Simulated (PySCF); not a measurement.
These are PySCF with PBE-D3(BJ)/def2-TZVP // CAM-B3LYP-D3(BJ)/def2-TZVP values and carry that method's errors. All species are isolated molecules in the gas phase. Delta-SCF ions had no search for a lower state. 

Reference species (SMILES): `B1=BCC1` (neutral, multiplicity 1).

```json
{
 "HOMO–LUMO gap": "0.88 eV",
 "LUMO": "-3.49 eV",
 "vertical ionisation energy (Delta-SCF)": "7.38 eV",
 "HOMO": "-4.37 eV"
}
```

Changed species: `CB1B=C1`.

Q: Give the shifts of the HOMO–LUMO gap, LUMO, vertical ionisation energy (Delta-SCF) and HOMO.

A: the HOMO–LUMO gap increases by 2.63 eV, to 3.51 eV; the LUMO rises by 0.49 eV, to -3.00 eV; the vertical ionisation energy (Delta-SCF) rises by 2.47 eV, to 9.85 eV; the HOMO decreases by 2.14 eV, to -6.51 eV.
